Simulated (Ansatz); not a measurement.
Changing the shape of GaF, singlet

Program: Ansatz, Gaussian basis, development build. Basis def2-SVP, nonrelativistic, 10 orbitals frozen in the corrections; active space CAS(10,8). Restricted Hartree–Fock, then the lowest state-specific CASSCF solution met for each case. A minimal or small basis: far from the basis limit. Single-reference values can break down or jump between states where bonds are stretched. Solutions in different active orbitals can move differences by tenths of an eV and at times more than 1 eV.

Case A: bond length 1.7740 Å.

Case B: bond length 3.5480 Å. A bond is stretched, to 1.98 times the sum of the covalent radii.

Energy less that of case A, in eV:

| case | RHF/ROHF |
| --- | --- |
| B | +5.019 |

(1) Give the SC-NEVPT2 energies against case A.

## Answers

(1) B: +5.041 eV (116.2 kcal/mol).
